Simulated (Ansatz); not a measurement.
Born–Oppenheimer molecular dynamics of CH3AlCl2 (7 atoms, charge 0, multiplicity 1). It starts from a relaxed structure.

Level of theory: RKS B3LYP/def2-SVP (Ansatz 0.2.0).

```json
{
  "ensemble": "NVE (velocity Verlet)",
  "time step": "0.5 fs",
  "steps asked": "150",
  "starting velocities drawn for": "700 K",
  "seed": "18445"
}
```

Frames 0.5 fs apart, positions in Å, forces in eV/Å.

Velocities at 50 fs (Å/ps):

```
C -2.59 -4.21 0.35
Al 1.45 -3.33 -0.39
Cl -2.94 1.38 -1.60
Cl 1.61 2.23 1.02
H 24.22 1.71 22.18
H 13.45 29.24 5.58
H 1.10 -18.78 -1.27
```

```xyz
7
Properties=species:S:1:pos:R:3:forces:R:3 time_fs=50 energy_less_start_eV=0.250 T=317
C -0.064 0.886 -0.108 2.45 0.05 2.06
Al 0.133 -1.015 0.155 0.44 0.61 0.30
Cl 1.803 -1.494 1.326 0.21 -0.40 0.17
Cl -1.056 -2.462 -0.717 -0.36 -0.53 -0.23
H -1.081 1.162 -0.180 -1.42 0.79 -0.49
H 0.437 1.422 0.823 -0.96 -0.89 -1.75
H 0.565 1.101 -0.990 -0.37 0.37 -0.07
7
Properties=species:S:1:pos:R:3:forces:R:3 time_fs=50.5 energy_less_start_eV=0.300 T=242
C -0.065 0.884 -0.107 2.98 0.05 2.24
Al 0.134 -1.016 0.154 0.43 0.66 0.33
Cl 1.802 -1.493 1.325 0.25 -0.42 0.19
Cl -1.055 -2.461 -0.717 -0.38 -0.56 -0.25
H -1.070 1.164 -0.170 -1.87 0.91 -0.56
H 0.442 1.435 0.823 -1.01 -1.04 -1.88
H 0.565 1.092 -0.991 -0.39 0.39 -0.08
7
Properties=species:S:1:pos:R:3:forces:R:3 time_fs=51 energy_less_start_eV=0.326 T=202
C -0.066 0.882 -0.107 3.23 0.08 2.30
Al 0.135 -1.018 0.154 0.41 0.71 0.35
Cl 1.800 -1.492 1.324 0.29 -0.43 0.21
Cl -1.054 -2.460 -0.716 -0.40 -0.59 -0.27
H -1.065 1.168 -0.161 -2.10 0.97 -0.60
H 0.446 1.446 0.819 -1.02 -1.14 -1.90
H 0.564 1.084 -0.992 -0.41 0.41 -0.09
7
Properties=species:S:1:pos:R:3:forces:R:3 time_fs=51.5 energy_less_start_eV=0.323 T=207
C -0.065 0.880 -0.105 3.15 0.14 2.26
Al 0.136 -1.020 0.154 0.38 0.75 0.37
Cl 1.799 -1.492 1.323 0.33 -0.45 0.24
Cl -1.054 -2.459 -0.716 -0.42 -0.61 -0.29
H -1.064 1.174 -0.153 -2.04 0.93 -0.62
H 0.446 1.454 0.811 -0.98 -1.17 -1.84
H 0.562 1.077 -0.993 -0.42 0.42 -0.11
7
Properties=species:S:1:pos:R:3:forces:R:3 time_fs=52 energy_less_start_eV=0.292 T=253
C -0.065 0.878 -0.104 2.75 0.23 2.12
Al 0.137 -1.021 0.154 0.36 0.78 0.38
Cl 1.798 -1.491 1.323 0.37 -0.46 0.26
Cl -1.053 -2.458 -0.715 -0.44 -0.64 -0.30
H -1.068 1.183 -0.147 -1.73 0.81 -0.63
H 0.445 1.460 0.798 -0.88 -1.15 -1.69
H 0.559 1.071 -0.994 -0.42 0.43 -0.14
7
Properties=species:S:1:pos:R:3:forces:R:3 time_fs=52.5 energy_less_start_eV=0.246 T=324
C -0.063 0.876 -0.101 2.11 0.34 1.88
Al 0.138 -1.022 0.154 0.33 0.82 0.39
Cl 1.796 -1.491 1.322 0.41 -0.48 0.28
Cl -1.052 -2.457 -0.715 -0.46 -0.66 -0.32
H -1.076 1.193 -0.142 -1.23 0.61 -0.62
H 0.441 1.463 0.781 -0.73 -1.06 -1.44
H 0.556 1.066 -0.996 -0.42 0.43 -0.16
7
Properties=species:S:1:pos:R:3:forces:R:3 time_fs=53 energy_less_start_eV=0.198 T=396
C -0.061 0.874 -0.099 1.30 0.42 1.52
Al 0.138 -1.024 0.154 0.29 0.85 0.39
Cl 1.795 -1.490 1.321 0.45 -0.49 0.31
Cl -1.052 -2.457 -0.714 -0.47 -0.68 -0.34
H -1.087 1.205 -0.139 -0.63 0.38 -0.60
H 0.435 1.463 0.761 -0.53 -0.89 -1.09
H 0.551 1.062 -0.998 -0.41 0.42 -0.19
7
Properties=species:S:1:pos:R:3:forces:R:3 time_fs=53.5 energy_less_start_eV=0.164 T=447
C -0.059 0.872 -0.096 0.43 0.43 1.04
Al 0.139 -1.025 0.154 0.25 0.88 0.38
Cl 1.793 -1.490 1.320 0.49 -0.50 0.33
Cl -1.051 -2.456 -0.714 -0.49 -0.70 -0.35
H -1.099 1.218 -0.137 -0.03 0.12 -0.57
H 0.429 1.461 0.738 -0.26 -0.63 -0.63
H 0.545 1.059 -1.001 -0.40 0.40 -0.21
7
Properties=species:S:1:pos:R:3:forces:R:3 time_fs=54 energy_less_start_eV=0.156 T=460
C -0.057 0.870 -0.093 -0.44 0.34 0.44
Al 0.140 -1.026 0.154 0.22 0.91 0.38
Cl 1.792 -1.489 1.320 0.53 -0.51 0.36
Cl -1.050 -2.455 -0.714 -0.50 -0.71 -0.36
H -1.112 1.231 -0.136 0.51 -0.12 -0.54
H 0.421 1.458 0.714 0.07 -0.28 -0.06
H 0.538 1.057 -1.004 -0.39 0.38 -0.22
7
Properties=species:S:1:pos:R:3:forces:R:3 time_fs=54.5 energy_less_start_eV=0.176 T=429
C -0.055 0.869 -0.090 -1.28 0.15 -0.26
Al 0.141 -1.027 0.154 0.18 0.93 0.37
Cl 1.791 -1.489 1.319 0.57 -0.53 0.38
Cl -1.050 -2.454 -0.713 -0.51 -0.73 -0.37
H -1.123 1.244 -0.137 0.96 -0.34 -0.49
H 0.414 1.454 0.690 0.46 0.16 0.59
H 0.531 1.056 -1.007 -0.38 0.35 -0.22
7
Properties=species:S:1:pos:R:3:forces:R:3 time_fs=55 energy_less_start_eV=0.221 T=360
C -0.053 0.867 -0.087 -2.03 -0.12 -1.00
Al 0.142 -1.028 0.154 0.14 0.96 0.36
Cl 1.790 -1.488 1.319 0.61 -0.54 0.41
Cl -1.049 -2.453 -0.713 -0.52 -0.74 -0.38
H -1.133 1.256 -0.139 1.29 -0.52 -0.44
H 0.408 1.450 0.666 0.87 0.64 1.27
H 0.522 1.056 -1.012 -0.37 0.31 -0.21
7
Properties=species:S:1:pos:R:3:forces:R:3 time_fs=55.5 energy_less_start_eV=0.277 T=276
C -0.052 0.865 -0.084 -2.64 -0.39 -1.69
Al 0.143 -1.029 0.154 0.11 0.98 0.35
Cl 1.788 -1.488 1.318 0.64 -0.55 0.43
Cl -1.049 -2.453 -0.713 -0.52 -0.74 -0.39
H -1.139 1.267 -0.142 1.52 -0.66 -0.38
H 0.404 1.448 0.646 1.25 1.10 1.87
H 0.512 1.056 -1.016 -0.36 0.27 -0.19
```

Of the whole run (75 fs, mean temperature of the second half 338 K): The conserved energy stayed within 0.63 meV per atom of its start (net change 0.12 meV per atom), so the integration is sound. Over the second half the temperature averaged 0.48 of the 700 K drawn at the start: a run that starts near a minimum puts about half its kinetic energy into the potential. A run of 0.075 ps of so small a system gives no equilibrium averages.

The run took 4.2 min on 1 thread of AMD EPYC 7B13 (Zen 3), with other jobs on the host, peak memory 0.17 GiB.
